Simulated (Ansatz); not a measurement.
Basis-set series for `CCS[SiH3]`. Charge 0, multiplicity 1. All single points use the PBE0-D4/def2-TZVP geometry. It is one conformer, not always the lowest.

| functional | basis | functions | energy (Eh) | HOMO (eV) | LUMO (eV) |
| --- | --- | --- | --- | --- | --- |
| PBE0-D4 | def2-SVP | 104 | -768.09519 | -6.81 | 0.61 |
| PBE0-D4 | def2-QZVPP | 494 | -768.45176 | -6.92 | 0.06 |
| ωB97M-V | def2-SVP | 104 | -768.34095 | -8.97 | 2.55 |
| ωB97M-V | def2-QZVPP | 494 | -768.70286 | -9.12 | 1.52 |

Give the rows for def2-TZVPP. (Best estimate.)

Computed: 
```csv
functional,basis,functions,energy (Eh),HOMO (eV),LUMO (eV)
PBE0-D4,def2-TZVPP,258,-768.42501,-6.90,0.21
ωB97M-V,def2-TZVPP,258,-768.67735,-9.09,1.91
```

Positive LUMOs are unbound and depend on the basis.
